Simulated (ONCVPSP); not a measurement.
## Logarithmic derivatives: tungsten (W), ONCV

| Property | Result |
| --- | --- |
| Element | W |
| Generator | ONCVPSP 4.0.1 |
| Type | optimised norm-conserving Vanderbilt (ONCV) |
| Functional | Wu-Cohen |
| Relativity | scalar-relativistic |
| Frozen core | [Kr] 4d10 4f14 |
| Valence charge | 14 |
| Reference configuration | 5s2 5p6 5d4 6s2 |
| Partial waves | 5s+6s: rc 1.95 bohr, ncon 4, nbas 8, qcut 6.4 1/bohr, 2 projectors; 5p: rc 1.55 bohr, ncon 3, nbas 8, qcut 11 1/bohr, 2 projectors, debl 1.3 Ha; 5d: rc 2.70 bohr, ncon 4, nbas 9, qcut 5.6 1/bohr, 3 projectors, debl 2.7 Ha; f scattering state at 0.34 Ha: rc 2.85 bohr, ncon 3, nbas 7, qcut 4 1/bohr, 2 projectors, debl 3.9 Ha |
| Local potential | polynomial inside 1.35 bohr (lpopt 5, dvloc0 0 Ha) |
| Core correction | Teter function, fcfact 1.75, rcfact 1.45 |

In the p channel the program set the typed energies aside and used -1.588, 0.250 Ha.

The phase is arctan(r·R′/R) of the radial function R(r), unwrapped; energies in Ha, scanned from -4 to 5 Ha. A pole is an energy at which the radial function vanishes at the test radius. The pseudo phase is shifted by a multiple of π to meet the all-electron one at the reference energy, and phase errors are pseudo minus all-electron; the curves can meet again beyond the range given. Levels narrower than the energy grid can be missing from the lists of poles.

Question: For each channel, where are the poles, and over which energies does the pseudopotential scatter like the atom?

Answer:

```tsv
channel	radius (bohr)	reference energy (Ha)	poles, all-electron	poles, pseudo	unbroken range about the reference energy with phases within 0.05 rad	phase error 1 Ha above the reference energy (rad)
s	1.98	-0.21	-2.76, 3.82	-2.76, 3.53	below 4.1	-0.002
p	1.57	-1.59	-0.24	-0.24	the whole range	-0.000
d	2.75	-0.17	0.09, 2.97	0.09, 2.97	the whole range	-0.001
f	2.90	0.34	-1.22, 1.57, 4.35	1.60, 4.35	-1.2 to 2.2	+0.004
```

Phases in the s channel:

```csv
E (Ha),all-electron,pseudo
-3.98,1.249,1.249
-3.50,1.104,1.104
-3.02,-0.956,-0.956
-2.54,-1.687,-1.687
-2.06,-1.807,-1.807
-1.58,-1.898,-1.898
-1.10,-2.016,-2.016
-0.62,-2.222,-2.222
-0.14,-2.676,-2.676
0.34,-3.523,-3.524
0.82,-4.114,-4.116
1.30,-4.369,-4.372
1.78,-4.498,-4.502
2.26,-4.576,-4.581
2.74,-4.630,-4.638
3.22,-4.670,-4.684
3.70,-4.705,-4.729
4.18,-4.736,-4.790
4.66,-4.766,-5.016
```
